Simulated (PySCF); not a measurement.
Compound: C3H5NSi2.
SMILES: `N#C[SiH2]C#C[SiH3]`

Computed, not measured: TDDFT B3LYP/def2-SVPD, vertical, gas phase, core orbitals frozen in the response in PySCF. Geometry: GFN2-xTB; no solvent, vibrations or thermal averaging.

Computed states:

```
state  E (eV)       f
   S1    5.56  0.0000
   S2    5.73  0.0003
   S3    5.75  0.0001
   S4    6.78  0.0001
   S5    6.79   0.044
   S6    7.05  0.0006
   S7    7.07   0.243
   S8    7.16  0.0015
```

Each state is given a Gaussian of 0.5 eV full width at half maximum, with ε(max) = 2.175×10⁸ f / Δν̃ (Δν̃ the width in cm⁻¹). The width is an assumption, not a result. The curve ends short of the highest state used, and states not computed would add to its high-energy end.

Question: What does the envelope look like, and where are its maxima?

Answer: 
E (eV), ε (L mol⁻¹ cm⁻¹) and a bar:
```
     4.81          0 
     4.85          0 
     4.89          0 
     4.93          0 
     4.97          0 
     5.01          0 
     5.05          0 
     5.09          0 
     5.13          1 
     5.17          1 
     5.21          2 
     5.25          2 
     5.30          3 
     5.34          5 
     5.38          6 
     5.42          8 
     5.46         11 
     5.50         13 
     5.54         15 
     5.58         18 
     5.62         20 
     5.66         21 
     5.70         22 
     5.74         22 
     5.78         21 
     5.83         20 
     5.87         18 
     5.91         16 
     5.95         14 
     5.99         12 
     6.03         12 
     6.07         14 
     6.11         19 
     6.15         30 
     6.19         49 #
     6.23         80 #
     6.27        131 ##
     6.31        208 ###
     6.35        322 #####
     6.40        534 ########
     6.44        778 ###########
     6.48       1105 ################
     6.52       1533 ######################
     6.56       2079 ##############################
```

Maxima: 217 nm (5.73 eV), ε about 22, made up of S2 (76%) and S3 (17%) (ε in L mol⁻¹ cm⁻¹; maxima over ε = 5, shares over 10%). At its high-energy end, 6.56 eV, the curve is still rising (ε about 2100, from S5 and S7).

Question: On this curve, what absorbance would a 10⁻⁴ mol/L sample give at 193 nm over a 1 cm path?

Answer: 193 nm is 6.424 eV, where ε is about 670 L mol⁻¹ cm⁻¹, so A = ε c l ≈ 0.067 (Beer–Lambert, with the gas-phase spectrum and the assumed width).

Question: Coming from long wavelengths, where does ε first pass 100 L mol⁻¹ cm⁻¹?

Answer: At about 198 nm (6.25 eV), 0.69 eV above S1.

Question: What would ε be at 5.73 eV, the highest of these maxima, with half the width (0.25 eV)?

Answer: About 41.9 L mol⁻¹ cm⁻¹ against 22, a factor of about 1.9; a lone state at its own centre would give exactly 2.
